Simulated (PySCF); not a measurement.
Level of theory: PBE-D3(BJ)/def2-TZVP // PBE-D3(BJ)/def2-SVP in PySCF. All species are isolated molecules in the gas phase. 

Reference species: [Ta(Cl)5] (neutral, multiplicity 1).

- mean distance from the central atom to its bonded neighbours = 2.318 Å
- coordination number = 5

Changed species: [Ta(F)5] (5 of 5 Cl replaced by F; the reference has 0 of 5 Cl replaced by F).

Q: Give the shifts of the mean distance from the central atom to its bonded neighbours and coordination number.

A: the mean distance from the central atom to its bonded neighbours drops by 0.437 Å, to 1.881 Å; the coordination number is nearly the same.
